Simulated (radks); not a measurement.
Spherical quantum dot in the effective-mass picture: electrons in a parabolic well V = omega^2 r^2 / 2 with omega = 1.56, all in effective atomic units (hartree* = m*/eps^2 hartree, bohr* = eps/m* bohr), one dielectric constant everywhere. Method: non-relativistic Kohn-Sham, exchange-only LDA, spin-polarised, spherical densities; computed with a radial shooting solver with Libxc functionals. Levels are named by radial order and angular momentum (1s, 1p, 1d, 2s, ...), and open shells are averaged over m. Results are scaled to m* = 0.037 and eps = 9.6, for which hartree* = 10.92 meV and bohr* = 13.73 nm.

N = 25, configuration 1s2 1p6 1d10 2s2 1f(up 5, down 0). This is the lowest configuration that the search found. Occupied and some empty levels:

| level | occupation | eigenvalue (meV) | <r> (nm) |
|---|---|---|---|
| 1s up | 1 | 176.12 | 18.17 |
| 1s down | 1 | 176.64 | 17.83 |
| 1p up | 3 | 184.16 | 22.81 |
| 1p down | 3 | 184.98 | 22.59 |
| 1d up | 5 | 193.20 | 26.09 |
| 1d down | 5 | 194.19 | 25.98 |
| 2s up | 1 | 195.07 | 22.73 |
| 2s down | 1 | 195.78 | 22.86 |
| 1f up | 5 | 203.13 | 28.68 |
| 1f down | 0 | 204.21 | 28.65 |
| 2p up | 0 | 206.04 | 25.56 |
| 2p down | 0 | 206.74 | 25.64 |
| 1g up | 0 | 213.86 | 30.87 |
| 1g down | 0 | 214.96 | 30.89 |
| 2d up | 0 | 217.52 | 28.19 |
| 2d down | 0 | 218.25 | 28.22 |

Energy (meV): total 3161.62, kinetic 419.35, external 1193.7, Hartree 1688.8, exchange-correlation -140.14.
